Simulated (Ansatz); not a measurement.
C$_{7}$H$_{18}$SeSi, SMILES `CC(C)(C)[Se][Si](C)(C)C`. The species carries charge 0 and has multiplicity 1. All single points use the PBE0-D4/def2-TZVP geometry. It is one conformer, not always the lowest.

```xyz
27

C     0.898   -0.143    3.070
C     0.063   -0.151    1.799
C    -1.021   -1.212    1.889
C    -0.536    1.221    1.558
Se    1.357   -0.641    0.354
Si    0.370   -0.053   -1.627
C    -1.389   -0.678   -1.787
C     1.467   -0.901   -2.885
C     0.409    1.797   -1.922
H     1.373   -1.112    3.241
H     1.679    0.618    3.028
H     0.253    0.073    3.928
H    -0.592   -2.200    2.062
H    -1.694   -0.979    2.722
H    -1.617   -1.258    0.977
H    -1.161    1.501    2.414
H    -1.174    1.236    0.671
H     0.239    1.980    1.438
H    -2.073   -0.173   -1.102
H    -1.747   -0.492   -2.805
H    -1.444   -1.752   -1.597
H     1.138   -0.652   -3.898
H     2.507   -0.582   -2.781
H     1.432   -1.987   -2.771
H    -0.211    2.342   -1.209
H     1.431    2.175   -1.837
H     0.043    2.022   -2.929
```

**Question.** What is the dipole moment at B3LYP/def2-TZVPP? (Estimate.)

**Answer.** Computed: 1.66 D, with components (-1.50, 0.69, -0.16) D in this frame, pointing from negative to positive charge.

**Question.** And with PBE, r2SCAN, ωB97M-V? (An estimate is asked.)

**Answer.** The calculation gave: PBE 1.62 D, r2SCAN 1.74 D, ωB97M-V 1.70 D.

**Question.** Give the Mulliken charges with B3LYP, PBE, ωB97M-V in def2-TZVPP. (Best estimate.)

**Answer.** Ansatz gave: 
| atom | B3LYP | PBE | ωB97M-V |
| --- | --- | --- | --- |
| C1 | -0.28 | -0.27 | -0.31 |
| C2 | 0.15 | 0.16 | -0.08 |
| C3 | -0.27 | -0.25 | -0.29 |
| C4 | -0.30 | -0.28 | -0.35 |
| Se5 | -0.22 | -0.20 | -0.13 |
| Si6 | 0.44 | 0.32 | 0.37 |
| C7 | -0.39 | -0.35 | -0.46 |
| C8 | -0.42 | -0.40 | -0.47 |
| C9 | -0.37 | -0.34 | -0.42 |
| H10 | 0.09 | 0.09 | 0.12 |
| H11 | 0.10 | 0.09 | 0.13 |
| H12 | 0.08 | 0.07 | 0.11 |
| H13 | 0.09 | 0.09 | 0.12 |
| H14 | 0.08 | 0.07 | 0.11 |
| H15 | 0.08 | 0.08 | 0.11 |
| H16 | 0.08 | 0.07 | 0.12 |
| H17 | 0.07 | 0.07 | 0.10 |
| H18 | 0.10 | 0.10 | 0.14 |
| H19 | 0.09 | 0.09 | 0.11 |
| H20 | 0.10 | 0.10 | 0.13 |
| H21 | 0.10 | 0.10 | 0.13 |
| H22 | 0.09 | 0.09 | 0.11 |
| H23 | 0.10 | 0.10 | 0.12 |
| H24 | 0.10 | 0.11 | 0.13 |
| H25 | 0.09 | 0.09 | 0.11 |
| H26 | 0.10 | 0.10 | 0.12 |
| H27 | 0.09 | 0.10 | 0.12 |

B3LYP here is the variant with VWN-RPA as its local correlation; programs differ in this.
